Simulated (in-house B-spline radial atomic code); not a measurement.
Br³⁺: [Ar] 3d10 4s2 4p2

Computed with a B-spline radial code for spherical atoms: Dirac-Kohn-Sham PBE0, spherical fractional occupations, exact exchange averaged over the configuration, Fermi nucleus of rms radius 4.1629 fm.

Effective charges: Z_r = [3n² - l(l+1)]/(2<r>) from the radius, Z_e = n√(-2ε) from the energy, and Slater's rules. Values are occupation-weighted means over j. An effective charge above Z reflects the relativistic contraction of the inner shells.

```
shell  electrons   ε (eV)  <r> (bohr)    Z_r    Z_e  Slater
   1s          2   -13416     0.04274  35.09  31.40   34.70
   2s          2  -1794.9      0.1891  31.73  22.97   30.85
   2p          6  -1586.8      0.1653  30.24  21.60   30.85
   3s          2  -286.67      0.5501  24.54  13.77   23.75
   3p          6  -220.22      0.5629  22.21  12.07   23.75
   3d         10  -110.14      0.5862  17.91   8.54   13.85
   4s          2  -55.949       1.552  15.46   8.11    8.65
   4p          2  -41.609       1.767  13.02   7.00    8.65
```

The least bound orbital is 4p3/2 at -41.37 eV, and it is also the most diffuse (<r> = 1.775 bohr).

Spin-orbit splittings of the orbital energies (j = l + 1/2 above j = l - 1/2 when positive): 2p 47.63 eV, 3p 6.945 eV, 3d 1.11 eV, 4p 0.7266 eV.

For the 1s electron the small component carries 1.61 % of the norm, the zero-frequency Breit interaction raises the level by 21.56 eV, self-energy by 11.39 eV, and vacuum polarisation lowers it by 1.162 eV.
